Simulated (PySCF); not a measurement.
Geometry:
```
atom   x (Å)   y (Å)   z (Å)
  C1   1.893  -0.035   1.353
  C2   1.474   0.473   0.007
  C3   2.334   1.169  -0.738
  F4   2.013   1.641  -1.950
  C5   0.092   0.159  -0.473
  B6  -0.337  -1.335  -0.723
  C7  -1.863  -1.442  -0.394
  C8  -2.324   0.011  -0.211
  C9  -1.094   0.751   0.317
 H10   2.930   0.238   1.593
 H11   1.812  -1.135   1.395
 H12   1.249   0.365   2.153
 H13   3.362   1.410  -0.454
 H14   0.000   0.533  -1.520
 H15   0.391  -2.225  -1.098
 H16  -1.854  -1.960   0.592
 H17  -2.491  -2.069  -1.046
 H18  -3.203   0.124   0.444
 H19  -2.606   0.429  -1.193
 H20  -0.966   0.533   1.392
 H21  -1.170   1.846   0.222
```

Geometry: PBE0-D3(BJ)/def2-SVP; GIAO shifts from PySCF 2.14.0 with density-fitted response routines, gas phase, non-relativistic, averaged over equivalent atoms.

At wB97X-D/pcSseg-1 (213 basis functions, 94 s wall time on 1 thread of an Arm Neoverse N1, shared host):
```json
{"atoms": "C3", "δ (ppm)": "150.6"}
{"atoms": "C2", "δ (ppm)": "127.3"}
{"atoms": "C5", "δ (ppm)": "48.7"}
{"atoms": "C7", "δ (ppm)": "33.7"}
{"atoms": "C9", "δ (ppm)": "32.7"}
{"atoms": "C8", "δ (ppm)": "28.1"}
{"atoms": "C1", "δ (ppm)": "17.8"}
{"atoms": "F4", "δ (ppm)": "-129.6"}
{"atoms": "B6", "δ (ppm)": "88.5"}
{"atoms": "H15", "δ (ppm)": "7.50"}
{"atoms": "H13", "δ (ppm)": "6.67"}
{"atoms": "H14", "δ (ppm)": "2.13"}
{"atoms": "H18", "δ (ppm)": "2.02"}
{"atoms": "H17", "δ (ppm)": "1.99"}
{"atoms": "H21", "δ (ppm)": "1.82"}
{"atoms": "H10/H11/H12", "δ (ppm)": "1.48"}
{"atoms": "H20", "δ (ppm)": "1.47"}
{"atoms": "H19", "δ (ppm)": "1.43"}
{"atoms": "H16", "δ (ppm)": "0.52"}
```

Chemical shifts δ = σref − σ; TMS for ¹³C (184.54 ppm) and ¹H (31.38 ppm); ¹⁹F (187.16 ppm) vs CFCl3; ¹¹B (101.61 ppm) vs BF3·OEt2, all at this level.

Q: Estimate the result of repeating the calculation with PBE0/pcSseg-1.

A: 
```json
{"atoms": "C3", "δ at PBE0/pcSseg-1": "149.6", "change": "-1.0"}
{"atoms": "C2", "δ at PBE0/pcSseg-1": "126.8", "change": "-0.5"}
{"atoms": "C5", "δ at PBE0/pcSseg-1": "51.4", "change": "+2.7"}
{"atoms": "C7", "δ at PBE0/pcSseg-1": "35.8", "change": "+2.1"}
{"atoms": "C9", "δ at PBE0/pcSseg-1": "33.1", "change": "+0.4"}
{"atoms": "C8", "δ at PBE0/pcSseg-1": "28.7", "change": "+0.6"}
{"atoms": "C1", "δ at PBE0/pcSseg-1": "18.1", "change": "+0.3"}
{"atoms": "F4", "δ at PBE0/pcSseg-1": "-131.8", "change": "-2.2"}
{"atoms": "B6", "δ at PBE0/pcSseg-1": "92.7", "change": "+4.2"}
{"atoms": "H15", "δ at PBE0/pcSseg-1": "7.76", "change": "+0.26"}
{"atoms": "H13", "δ at PBE0/pcSseg-1": "6.69", "change": "+0.02"}
{"atoms": "H14", "δ at PBE0/pcSseg-1": "2.23", "change": "+0.10"}
{"atoms": "H18", "δ at PBE0/pcSseg-1": "2.08", "change": "+0.06"}
{"atoms": "H17", "δ at PBE0/pcSseg-1": "2.12", "change": "+0.13"}
{"atoms": "H21", "δ at PBE0/pcSseg-1": "1.85", "change": "+0.03"}
{"atoms": "H10/H11/H12", "δ at PBE0/pcSseg-1": "1.51", "change": "+0.03"}
{"atoms": "H20", "δ at PBE0/pcSseg-1": "1.54", "change": "+0.07"}
{"atoms": "H19", "δ at PBE0/pcSseg-1": "1.49", "change": "+0.06"}
{"atoms": "H16", "δ at PBE0/pcSseg-1": "0.60", "change": "+0.08"}
```

δ = σ(ref) − σ, references computed at the same level: ¹³C (184.41 ppm), ¹H (31.27 ppm) against TMS; CFCl3 for ¹⁹F (177.25 ppm); ¹¹B (100.73 ppm) against BF3·OEt2.

The largest change is at B6 (boron bonded to 2 C, H, in a 5-membered ring). Cost: 213 basis functions, 70 s wall time on 1 thread of an Arm Neoverse N1, shared host. The order of the carbon signals is the same at both levels.

A carbon bonded to boron is broadened by the quadrupolar boron nucleus and is often missing from a measured spectrum. Unscaled 19F shifts against computed CFCl3 carry errors that often reach 10 to 50 ppm.
